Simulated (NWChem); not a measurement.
# GaNH$_{3}$Br; SMILES [GaH]([Br])[NH2]

```xyz
6

Ga    -0.3790     0.9015     0.0000
H     -1.8538     1.3802     0.0000
Br     0.1172    -1.3423     0.0000
N      1.0606     1.9801     0.0000
H      2.0136     1.6372     0.0000
H      1.0138     2.9916     0.0000
```
Atoms are numbered in this order, from 1.

Results from NWChem. All runs use the structure optimised with PBE0/def2-SVP. Vzz is the largest principal value of the second derivative of the potential at the nucleus (NWChem prints the opposite sign); η is the asymmetry. Non-relativistic.

| level | Vzz Ga1 (a.u.) | η Ga1 | Vzz Br3 (a.u.) | η Br3 | Vzz N4 (a.u.) | η N4 | relative time |
|---|---|---|---|---|---|---|---|
| Hartree-Fock/def2-TZVP | 2.867 | 0.76 | 3.121 | 0.26 | -0.809 | 0.39 | 5 |
| Hartree-Fock/def2-SVP | 2.196 | 0.78 | 3.126 | 0.24 | -0.874 | 0.39 | 1 |
| CAM-B3LYP/def2-TZVP | 2.579 | 0.77 | 3.614 | 0.25 | -0.789 | 0.34 | 20 |
| CAM-B3LYP/def2-SVP | 1.874 | 0.81 | 3.622 | 0.23 | -0.821 | 0.34 | 4 |

The last column is a rough cost ratio, cheapest run = 1.
